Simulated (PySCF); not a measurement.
PySCF input for H12N4Zn, SMILES [NH3]->[Zn+2](<-[NH3])(<-[NH3])<-[NH3], charge +2, IEF-PCM-ωB97X/def2-SVP. The structure is a stationary point at PBE-D3(BJ)/def2-SVP. The isomer is the one that the SMILES or the coordinates give; other isomers of the formula were not compared.

```python
import numpy as np
from pyscf import gto, scf, dft
from pyscf.solvent import pcm

mol = gto.M(
    atom='''
    Zn   -0.00000000   -0.00000000   -0.00000000
    N    -1.19849957   -1.19849957    1.19849957
    H    -1.82786211   -0.67018087    1.82786210
    H    -1.82786210   -1.82786211    0.67018088
    H    -0.67018087   -1.82786211    1.82786211
    N     1.19849957   -1.19849957   -1.19849957
    H     1.82786210   -0.67018087   -1.82786211
    H     1.82786210   -1.82786211   -0.67018087
    H     0.67018087   -1.82786210   -1.82786210
    N     1.19849957    1.19849957    1.19849957
    H     0.67018087    1.82786211    1.82786210
    H     1.82786211    0.67018087    1.82786211
    H     1.82786210    1.82786211    0.67018087
    N    -1.19849957    1.19849958   -1.19849957
    H    -1.82786210    1.82786211   -0.67018087
    H    -0.67018087    1.82786211   -1.82786211
    H    -1.82786211    0.67018087   -1.82786210
    ''',
    basis='def2-SVP',
    charge=2,
    spin=0,
    max_memory=1600,
    verbose=3,
)
mf = dft.RKS(mol, xc='wb97x').density_fit(auxbasis='def2-universal-jkfit')
mf.grids.level = 3
mf.conv_tol = 1e-9
mf.max_cycle = 100
mf.kernel()
res = {}
for name, eps in {'water': 78.355, '1-octanol': 9.8629, 'benzene': 2.2706}.items():
    s = mf.PCM()
    s.with_solvent.method, s.with_solvent.eps, s.with_solvent.lebedev_order = 'IEF-PCM', eps, 17
    s.kernel(mf.make_rdm1())
    res[name] = (s.e_tot, eps, s.dip_moment(), s.mo_energy, s.converged)
    print(f'{name}: electrostatic solvation free energy {(s.e_tot - mf.e_tot) * 627.509474:.3f} kcal/mol')
```

Output:

```
converged SCF energy = -2004.76374763052

WARN: PCM is an experimental feature. It is still in testing.
Features and APIs may be changed in the future.

converged SCF energy = -2005.08465754092

WARN: System has nonzero charge 2; the dipole moment is origin-dependent.
Location of origin: [0. 0. 0.]

Dipole moment(X, Y, Z, Debye): -0.00000, -0.00000,  0.00000
water: electrostatic solvation free energy -201.374 kcal/mol

WARN: PCM is an experimental feature. It is still in testing.
Features and APIs may be changed in the future.

converged SCF energy = -2005.05469404251

WARN: System has nonzero charge 2; the dipole moment is origin-dependent.
Location of origin: [0. 0. 0.]

Dipole moment(X, Y, Z, Debye): -0.00000, -0.00000,  0.00000
1-octanol: electrostatic solvation free energy -182.572 kcal/mol

WARN: PCM is an experimental feature. It is still in testing.
Features and APIs may be changed in the future.

converged SCF energy = -2004.94343125205

WARN: System has nonzero charge 2; the dipole moment is origin-dependent.
Location of origin: [0. 0. 0.]

Dipole moment(X, Y, Z, Debye): -0.00000, -0.00000,  0.00000
benzene: electrostatic solvation free energy -112.753 kcal/mol
```

The run converged.

Cost: very roughly 2.5 core-minutes.
